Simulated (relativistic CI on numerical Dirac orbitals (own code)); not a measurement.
# Calculated levels, Fe16+

Method of calculation: Dirac-Coulomb-Breit CI, separate exchange-only KLI orbitals for each configuration, model QED, unscaled Slater integrals (own radial code, finite nucleus).

Configurations in the expansion (outside the closed core 1s2): 2s²2p⁶, 2s²2p⁵3s, 2s²2p⁵3p, 2s²2p⁵3d, 2s2p⁶3s, 2s2p⁶3p, 2s2p⁶3d, 2s²2p⁵4s, 2s²2p⁵4p, 2s²2p⁵4d, 2s²2p⁵4f, 2s²2p⁴3s², 2s2p⁶4s, 2s2p⁶4p, 2s²2p⁴3s3p, 2s2p⁶4d. Levels of other configurations are missing.

```csv
No.,Configuration,Term,J,E (Ry),%,Landé g,Lifetime (s)
1,2s²2p⁶,¹S,0,0.0000,100,,
2,2s²2p⁵3s,³P°,2,53.2251,100,1.498,4.66e-06
3,2s²2p⁵3s,¹P°,1,53.3709,54,1.227,1.01e-12
4,2s²2p⁵3s,³P°,0,54.1533,100,,6.37e-05
5,2s²2p⁵3s,³P°,1,54.2461,54,1.267,1.14e-12
6,2s²2p⁵3p,³S,1,55.4471,81,1.900,2.87e-10
7,2s²2p⁵3p,³D,2,55.7180,59,1.154,1.79e-10
8,2s²2p⁵3p,³D,3,55.8338,100,1.332,1.56e-10
9,2s²2p⁵3p,¹P,1,55.9227,50,1.008,1.66e-10
10,2s²2p⁵3p,³P,2,56.0545,67,1.336,1.20e-10
11,2s²2p⁵3p,³P,0,56.4638,95,,1.10e-10
12,2s²2p⁵3p,³D,1,56.6068,67,0.671,2.02e-10
13,2s²2p⁵3p,³P,1,56.8435,63,1.414,1.36e-10
14,2s²2p⁵3p,³D,2,56.8725,41,1.171,1.35e-10
15,2s²2p⁵3p,¹S,0,57.9763,94,,3.51e-11
16,2s²2p⁵3d,³P°,0,58.8282,99,,8.53e-11
17,2s²2p⁵3d,³P°,1,58.9001,92,1.423,9.77e-12
18,2s²2p⁵3d,³P°,2,59.0374,73,1.395,8.71e-11
19,2s²2p⁵3d,³F°,4,59.0498,100,1.249,8.86e-11
20,2s²2p⁵3d,³F°,3,59.1108,66,1.074,7.66e-11
21,2s²2p⁵3d,¹D°,2,59.2389,40,0.918,7.34e-11
22,2s²2p⁵3d,³D°,3,59.3195,64,1.212,7.89e-11
23,2s²2p⁵3d,³D°,1,59.6737,76,0.643,1.74e-13
24,2s²2p⁵3d,³F°,2,60.0358,63,0.805,7.43e-11
25,2s²2p⁵3d,³D°,2,60.0924,49,1.211,8.05e-11
26,2s²2p⁵3d,¹F°,3,60.1368,37,1.126,8.27e-11
27,2s²2p⁵3d,¹P°,1,60.7134,80,0.932,3.95e-14
28,2s2p⁶3s,³S,1,63.2595,99,1.999,6.27e-12
29,2s2p⁶3s,¹S,0,63.7356,100,,9.19e-12
30,2s2p⁶3p,³P°,0,65.6720,99,,6.78e-12
31,2s2p⁶3p,³P°,1,65.7057,89,1.446,1.77e-12
32,2s2p⁶3p,³P°,2,65.8754,99,1.499,6.66e-12
33,2s2p⁶3p,¹P°,1,66.0219,89,1.052,2.75e-13
34,2s2p⁶3d,³D,1,68.9661,99,0.499,8.12e-12
35,2s2p⁶3d,³D,2,68.9761,99,1.165,7.95e-12
36,2s2p⁶3d,³D,3,68.9952,99,1.332,7.76e-12
37,2s2p⁶3d,¹D,2,69.3762,99,0.999,6.77e-12
38,2s²2p⁵4s,³P°,2,71.7109,100,1.498,2.83e-12
39,2s²2p⁵4s,¹P°,1,71.7601,63,1.182,1.40e-12
40,2s²2p⁵4p,³S,1,72.6376,69,1.826,3.14e-12
41,2s²2p⁵4s,³P°,0,72.6417,100,,2.82e-12
42,2s²2p⁵4s,³P°,1,72.6671,63,1.313,1.63e-12
43,2s²2p⁵4p,³D,2,72.7050,53,1.155,3.01e-12
44,2s²2p⁵4p,³D,3,72.7527,100,1.332,3.18e-12
45,2s²2p⁵4p,¹P,1,72.7845,61,1.044,2.95e-12
```

Energies count from the lowest computed level; ° marks odd parity; lifetimes are radiative, by E1, M1, E2, M2 decay to levels of this space only.

The mean weight of the leading LS term, summed over parents, in these 45 levels is 79 %, and that of the leading jj configuration (from the same eigenvectors) 89 %, so jj coupling describes them better and the LS labels are nominal.

At this charge energies of transitions that change n are usually good to better than 1 %, and those within a shell (Δn = 0) to a few per cent.

LS names give the leading component of a level, which can be under half, so a name can repeat, a term be missing and a line seem to break the LS rules.
